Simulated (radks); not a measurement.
Results of a calculation; reference values are marked as such.
Task: Xe II, 53 electrons, occupied as [Kr] 4d10 5s2 5p5. Code: a radial shooting solver on a logarithmic mesh with Libxc functionals. Model: Dirac Kohn-Sham, LDA (Slater exchange, Perdew-Wang correlation), spin-unpolarised, spherical densities, finite nucleus; open shells fill j = l - 1/2 first; Fermi nuclear charge, rms radius 4.7859 fm. Some entries of the table are withheld. Estimate them.

orbital,occ.,eigenvalue (eV),<r^2> (bohr^2),<r> (bohr)
1s1/2,2,-34316.73,0.0009653,0.02668
2s1/2,2,-5348.468,0.01546,(1)
2p1/2,2,-5028.289,0.01140,(2)
2p3/2,4,-4704.097,0.01268,(3)
3s1/2,2,-1101.503,0.1075,0.3066
3p1/2,2,-968.1132,0.1022,0.2965
3p3/2,4,-906.5649,0.1102,0.3082
3d3/2,4,-670.8429,0.09208,0.2789
3d5/2,6,-657.8198,0.09439,0.2826
4s1/2,2,-206.7271,0.5810,0.7169
4p1/2,2,-159.4634,0.6342,0.7458
4p3/2,4,-147.0717,0.6830,0.7742
4d3/2,4,-70.4988,0.8856,0.8707
4d5/2,6,-68.4998,0.9082,0.8817
5s1/2,2,-29.2350,3.740,1.821
5p1/2,2,-18.1029,5.130,2.122
5p3/2,3,-16.6849,5.606,2.218

Result: 
(1) 2s1/2 <r> (bohr): 0.1143
(2) 2p1/2 <r> (bohr): 0.09624
(3) 2p3/2 <r> (bohr): 0.1020
